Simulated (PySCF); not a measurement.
Atoms are numbered as in `[O:1]=[S:2](=[O:3])([Cl:4])[C:5]([F:6])([F:7])[F:8]`.

[PySCF: GIAO CAM-B3LYP/pcSseg-2 shieldings; coordinates at the PBE0-D3(BJ)/def2-SVP level; one computed conformer; fast rotation and ring inversion assumed for equivalent nuclei; isolated molecule; no relativistic terms]

Chemical shifts δ = σref − σ; ¹³C (σ = 182.55 ppm) vs TMS; ¹⁷O (σ = 329.76 ppm) vs H2O; ³³S (σ = 494.65 ppm) vs CS2; ³⁵Cl (σ = 934.42 ppm) vs HCl; ¹⁹F (σ = 186.01 ppm) against CFCl3, all at this level.

```json
{"atoms": "O1/O3", "nucleus": "¹⁷O", "count": "2", "δ (ppm)": "293.3"}
{"atoms": "Cl4", "nucleus": "³⁵Cl", "count": "1", "δ (ppm)": "652"}
{"atoms": "S2", "nucleus": "³³S", "count": "1", "δ (ppm)": "378"}
{"atoms": "F6/F7/F8", "nucleus": "¹⁹F", "count": "3", "δ (ppm)": "?"}
{"atoms": "C5", "nucleus": "¹³C", "count": "1", "δ (ppm)": "?"}
```

**Question.** Complete the table.

**Answer.** 
- C5: 131.8 ppm, CF3 carbon; 3 electronegative neighbours deshield it
- F6/F7/F8: -75.7 ppm, fluorine of an SCF3 group

Shifts are as computed, not scaled to solution data. Of 1211 compounds with measured shifts, 218 miss one by over three times the rms of a fit or turn the order of signals round; such compounds aren't used in these exercises. Unscaled 19F shifts against computed CFCl3 carry errors that often reach 10 to 50 ppm. Unscaled 17O shifts of doubly bonded oxygen tend to come out too high, by tens of ppm or more. Experimental scales use liquid or dissolved standards, which lie at an offset from isolated H2O (liquid H2O: subtract about 36 ppm).
